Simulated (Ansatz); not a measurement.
`B[SiH2]Br` + `NCS` → `BSCN` + `[SiH3]Br`  (cleavage of the B–Si bond)

Program: Ansatz. Geometries: PBE0-D4/def2-TZVP. ΔE: electronic, gas phase. CCSD(T)/CBS is the MP2 limit (def2-TZVPP, def2-QZVPP) plus CCSD(T) − MP2 in def2-TZVPP, frozen cores. DFT in def2-TZVPP. HSE06 is defined as in plane-wave codes. For Br outer-core shells are correlated without core-valence functions, which leaves a few kJ/mol of doubt a bond. Scalar relativity is left out up to krypton. Each species was taken in one conformer, which may not be the lowest.

CCSD(T)/CBS gives -1.33 eV.

Question: Another level gave -1.38 eV. Which?
A. HF/def2-TZVPP
B. r2SCAN/def2-TZVPP
C. HSE06/def2-TZVPP
D. LDA (SPW92)/def2-TZVPP

Answer: B. r2SCAN -1.38, HSE06 -1.32, LDA (SPW92) -1.43, HF/def2-TZVPP -1.24 eV.

Question: What do rigid-rotor, harmonic-oscillator terms from PBE0-D4/def2-TZVP frequencies (298.15 K, 1 bar) make of the CCSD(T)/CBS value? (Estimate.)

Answer: The calculation gave: ΔZPE = +0.05 eV, ΔH = -1.30 eV, ΔS = -26 J/(mol·K), ΔG = -1.22 eV.

Largest T1 diagnostic among the species: 0.013.

In def2-TZVPP, CCSD(T) changes the Hartree–Fock value by −0.10 eV (the triples alone add −0.04 eV) and MP2 by −0.19 eV. Leaving LDA and LC-ωPBE aside and taking each functional with its dispersion term where it has one, the values, not all of them listed here, spread over 0.08 eV, from r2SCAN-D4 to ωB97X-V. LDA lies −0.09 eV from PBE without D4.
